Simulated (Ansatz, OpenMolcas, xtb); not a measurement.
## The atomisation energy (no zero-point term) down a group: F to Br

Gas-phase molecules, one atom swapped for its congeners: NOF (nitrosyl fluoride) `O=NF`; NClO (nitrosyl chloride) `O=NCl`; NBrO (nitrosyl bromide) `O=NBr`. All are singlets with charge 0.

Shapes, held fixed at every level: PBE0-D4/def2-TZVP. Programs: Ansatz 0.2.0, OpenMolcas 26.06, xtb 6.7.1. Values in eV.

```
                             level    NOF   NClO   NBrO
                          GFN0-xTB  13.18  13.85  13.26
                      SVWN5/STO-3G  11.61  10.50  10.15
                      B3LYP/STO-3G   7.66   7.04   6.75
                    r2SCAN0/STO-3G   6.39   6.05   5.74
                  CAM-B3LYP/STO-3G   7.55   6.80   6.44
                     B2PLYP/STO-3G   6.10   5.80   5.50
                    CCSD(T)/STO-3G   4.59   4.49   4.25
B3LYP/6-31G* (Cartesian functions)   9.27   8.23   7.98
```

At B3LYP/6-31G* (Cartesian functions) the atomisation energy falls at every step, from 9.27 to 7.98 eV. 7 of 8 levels show this order throughout; 7 agree on the largest and the smallest. Relativity is left out for Br. Outer-core shells of Br are correlated in most correlated rows, in sets that cover them unevenly. GFN0-xTB strays far from the other rows. xTB rows lack spin polarisation. Spin-orbit coupling, which grows down the group, is left out (summed over each molecule's free atoms 0.03, 0.05, 0.16 eV). Coupled cluster in double- or triple-zeta sets underbinds by a few per cent against its basis-set limit.
